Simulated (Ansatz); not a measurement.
A run of Ansatz (development build ahead of 0.2.0) on singlet C7H7(-) at this shape:

```xyz
14

C     1.6249    0.0000    0.0000
C     1.0131    1.2704    0.0000
C    -0.3616    1.5841    0.0000
C    -1.4640    0.7050    0.0000
C    -1.4640   -0.7050    0.0000
C    -0.3616   -1.5841    0.0000
C     1.0131   -1.2704    0.0000
H     2.7099    0.0000    0.0000
H     1.6896    2.1187    0.0000
H    -0.6030    2.6419    0.0000
H    -2.4415    1.1758    0.0000
H    -2.4415   -1.1758    0.0000
H    -0.6030   -2.6419    0.0000
H     1.6896   -2.1187    0.0000
```

Its results:

```json
{"Converged": "yes", "Total energy": "-270.65645 hartree", "Spin squared of the determinant": "1.045", "Stability test": "minimum"}
```

Problem. Which input gives this output? Name the method, the orbitals and the basis set, and write the input.

Solution. PBE0 (unrestricted) in def2-TZVP.

```yaml
crystal:
  periodic: [false, false, false]
  atoms:
    - { symbol: C, position_ang: [1.62486, 0.0, 0.0] }
    - { symbol: C, position_ang: [1.01308, 1.27037, 0.0] }
    - { symbol: C, position_ang: [-0.36157, 1.58412, 0.0] }
    - { symbol: C, position_ang: [-1.46395, 0.705, 0.0] }
    - { symbol: C, position_ang: [-1.46395, -0.705, 0.0] }
    - { symbol: C, position_ang: [-0.36157, -1.58412, 0.0] }
    - { symbol: C, position_ang: [1.01308, -1.27037, 0.0] }
    - { symbol: H, position_ang: [2.70986, 0.0, 0.0] }
    - { symbol: H, position_ang: [1.68957, 2.11865, 0.0] }
    - { symbol: H, position_ang: [-0.603, 2.64192, 0.0] }
    - { symbol: H, position_ang: [-2.4415, 1.17576, 0.0] }
    - { symbol: H, position_ang: [-2.4415, -1.17576, 0.0] }
    - { symbol: H, position_ang: [-0.603, -2.64192, 0.0] }
    - { symbol: H, position_ang: [1.68957, -2.11865, 0.0] }
basis:
  gaussian: { orbitals: def2-TZVP }
total_charge: -1
magnetization:
  spin_polarized: true
hamiltonian:
  xc: pbe0
```

Caution: no diffuse functions for an anion; the unrestricted determinant is a mixture of spin states.
